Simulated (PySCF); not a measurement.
Compound: C₅H₉NO (charge +1 and doublet state).
SMILES with atom numbers: `[CH3:1]/[CH:2]=[N:3]\[CH2:4][CH2:5][CH:6]=[O+:7]` (hydrogens: H8, H9, H10 on C1; H11 on C2; H12, H13 on C4; H14, H15 on C5; H16 on C6)

Structure used (GFN2-xTB), in Å, numbered top down from 1:
```
atom  x, y, z in Å
C1     2.5993    0.4964    0.3445
C2     1.2613    0.9871   -0.0681
N3     0.1573    0.4592    0.1412
C4    -0.3947   -0.6535    0.7856
C5    -1.7551   -1.0019    0.1510
C6    -2.3886    0.2588   -0.3588
O7    -1.7871    1.2747   -0.5263
H8     2.5508   -0.4653    0.8479
H9     3.0475    1.2366    1.0080
H10    3.2403    0.4315   -0.5343
H11    1.2480    1.9264   -0.6194
H12   -0.5416   -0.4056    1.8437
H13    0.2636   -1.5305    0.7092
H14   -2.4096   -1.5155    0.8549
H15   -1.6388   -1.6542   -0.7215
H16   -3.4604    0.1649   -0.6016
```

The hyperfine couplings belong to this conformer and change with its torsions.

The calculation used PySCF 2.14.0, UKS B3LYP, pcH-1 on C H N O, non-relativistic, mean-field spin-orbit, GIAO. One conformer (not necessarily the lowest) at the GFN2-xTB geometry, without solvent, vibrations or thermal averaging. The geometry wasn't refined by DFT: couplings that depend on bond lengths, twists or pyramidal angles can differ widely from those at the functional's own minimum, by a factor of two or more for some ions and for spin on atoms past the first row. Stability of the SCF solution: not tested.

Computed for the main isotopes (class means, splittings of 0.05 mT or more): g = 2.0027; N3 14N +116.4 MHz (4.15 mT); H16 1H +115.2 MHz (4.11 mT); H11 1H +110.7 MHz (3.95 mT); H12/H13 1H +62.6 MHz (2.23 mT); H14/H15 1H -6.9 MHz (0.24 mT); H8/H9/H10 1H -5.9 MHz (0.21 mT); 432 first-order lines, 21.95 mT wide.

What changes when 1H at H16 is replaced by 2H?

At a fixed geometry a is proportional to g_N: 0.85744/5.58569 = 0.1535, so a goes from +115.2 to +17.7 MHz (0.631 mT). The spin goes from 1/2 to 1, so the 1:1 doublet becomes a 1:1:1 triplet. The spectrum then has 648 first-order lines over 19.10 mT.

What changes when 14N at N3 is replaced by 15N?

The spin density stays the same (vibrational effects aside), so a scales with the nuclear g factor: -0.56638/0.40376 = -1.4028, so a goes from +116.4 to -163.2 MHz (5.824 mT). The spin goes from 1 to 1/2, so the 1:1:1 triplet becomes a 1:1 doublet. The spectrum then has 288 first-order lines over 19.47 mT.

Give position and intensity of the satellites from 17O at O7.

a = -64.1 MHz, or 2.29 mT in magnitude, and I = 5/2, so to first order each main line has six satellites, at ±1.14, ±3.43, ±5.72 mT. The isotope's abundance is about 0.038 %, shared among 6 lines, so each has 0.0063 % of the main line's intensity. At 340 mT second-order shifts move them to lower field by up to 0.07 mT.

Where do the 13C satellites of C1 appear, and how strong are they?

a = +40.3 MHz, or 1.44 mT in magnitude, and I = 1/2, so to first order each main line has two satellites, at ±0.72 mT. The isotope's abundance is about 1.07 %, shared among 2 lines, so each has 0.54 % of the main line's intensity.

Where do the 13C satellites of C6 appear, and how strong are they?

a = -27.3 MHz, or 0.97 mT in magnitude, and I = 1/2, so to first order each main line has two satellites, at ±0.49 mT. The isotope's abundance is about 1.07 %, shared among 2 lines, so each has 0.54 % of the main line's intensity.

Class means assume fast exchange of nuclei equivalent by connectivity; if that motion is slow, each nucleus keeps its own coupling. The 1H value of +62.6 MHz is a mean of couplings from 8.1 to 117.1 MHz in this one geometry, not an average over conformers.

The SMILES draws the unpaired electron on O7; the largest computed Mulliken spin population is on N3 (0.61 against 0.29).
